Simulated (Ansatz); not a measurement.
`F[SiH]1BC1` + `O[SiH](S)[SiH2][SiH3]` → `F[SiH]1CB1[SiH3]` + `O[SiH]([SiH3])S`  (redistribution)

Program: Ansatz. Geometries: PBE0-D4/def2-TZVP. ΔE: electronic, gas phase. CBS: MP2 limit from def2 TZ/QZ plus the TZ coupled-cluster correction, frozen cores. DFT in def2-TZVPP. One conformer a species, not always the lowest.

(1) Is it downhill or uphill in electronic energy at CCSD(T)/CBS, and by how much? (Estimate.)

(2) What do these levels give: PBE-D4, PBE0-D4, ωB97M-V, B2PLYP, PBE, HF/def2-TZVPP, MP2/def2-TZVPP, CCSD/def2-TZVPP, CCSD(T)/def2-TZVPP, HF/def2-QZVPP, HF/CBS(def2), CCSD/CBS(def2)? (Estimate.)

Largest T1 diagnostic among the species: 0.014.

Answers

(1) The calculation gave: Downhill: ΔE = -9.6 kJ/mol.

(2) Ansatz gave: PBE-D4 -7.3, PBE0-D4 -6.0, ωB97M-V -9.8, B2PLYP -12.8, PBE -9.1, HF/def2-TZVPP -10.0, MP2/def2-TZVPP -15.1, CCSD/def2-TZVPP -11.4, CCSD(T)/def2-TZVPP -12.1, HF/def2-QZVPP -9.9, HF/CBS(def2) -9.9, CCSD/CBS(def2) -8.8 kJ/mol.

The D4 term adds +3.0 kJ/mol with B3LYP and +1.8 kJ/mol with PBE0; it sums over pairs of atoms, weighted by their polarisabilities, and B3LYP, whose exchange is more repulsive, gets the larger term.

B3LYP here is the variant with VWN-RPA as its local correlation; programs differ in this.
